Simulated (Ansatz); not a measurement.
Saddle point of SiH7O2F, singlet (SiH₄O ([OH][SiH3]) + H₂O + HF → SiH₃F ([F][SiH3]) + H₂O + H₂O; bonds formed: Si1–F7, O2–H8, H6–O9; bonds broken: Si1–O2, H6–F7, H8–O9), PBE0-D4/def2-TZVP structure:

Si1  (-1.197, -0.233, -0.546)
O2  (-0.255, -0.087, 0.942)
H3  (-1.135, -1.512, -1.293)
H4  (-2.433, -0.508, 0.304)
H5  (-1.658, 1.001, -1.229)
H6  (1.466, 0.458, -0.516)
F7  (0.493, 0.138, -1.324)
H8  (0.953, 0.285, 0.920)
O9  (1.939, 0.617, 0.443)
H10  (-0.802, -0.116, 1.729)
H11  (2.628, -0.042, 0.570)
(Å)

Energies are electronic, without zero-point energy. Barriers and step energies count from the start structure reached by relaxing down the imaginary mode; all methods use the PBE0-D4 structures, on which another method's saddle can fall below an end. Ansatz 0.2.0; basis: def2-TZVPP, with def2-QZVPP for the basis limit; cores frozen in the correlated methods. B3LYP uses VWN-RPA correlation. Extrapolation: Hartree–Fock as exp(−7.88 √X), correlation as X^−2.97.

| method | barrier (kcal/mol) | step energy (kcal/mol) |
| --- | --- | --- |
| SPW92 | -1.38 | -2.12 |
| PBE-D4 | 10.53 | -4.09 |
| BLYP-D4 | 14.54 | -5.08 |
| r2SCAN-D4 | ? | -5.35 |
| B97M-V | ? | -7.01 |
| PBE0-D4 | ? | -4.40 |
| B3LYP-D4 | 15.68 | -5.24 |
| r2SCAN0-D4 | 12.72 | -5.30 |
| BHLYP-D4 | 18.20 | -5.99 |
| CAM-B3LYP-D4 | 13.98 | -5.24 |
| wB97X-V | 14.77 | -5.62 |
| wB97M-V | 14.05 | -5.96 |
| B2PLYP | 16.39 | -5.46 |
| PBE-QIDH | 14.54 | -4.79 |
| RPA on PBE | 17.00 | -5.88 |
| HF | 29.79 | -7.81 |
| MP2 | 15.74 | -4.97 |
| CCSD | 18.91 | -5.87 |
| CCSD(T) | 16.86 | -5.47 |

Task: Fill in the withheld barriers. (Judge from chemistry; the value comes from the calculation.)

Result: By the calculation: B97M-V 14.52; r2SCAN-D4 10.73; PBE0-D4 12.91 kcal/mol. Each is the energy of the saddle less that of the start structure, by the same method.

For comparison, the barrier by CCSD(T) at an estimated basis limit (MP2 extrapolated from triple and quadruple zeta, plus CCSD(T) − MP2 in triple zeta) is 16.92 kcal/mol.

T1 diagnostic: at most 0.011.

Steps of this kind, hydrogen fluoride cutting a network bond, underlie vapour etching and the fluorination step of atomic layer etching.

Labels in which every atom is bracketed show which atoms are joined, not bond orders.

For scale, one of the runs: CCSD(T)/def2-TZVPP, 233 basis functions, launched by `ansatz run in.yaml --threads 4 --pin off --events-out ev --progress --plain --max-ram 9574MiB`. Hardware: 4 CPU threads of an Arm Neoverse V2, shared host. Wall time 110 s; peak host memory 4.3 GiB.
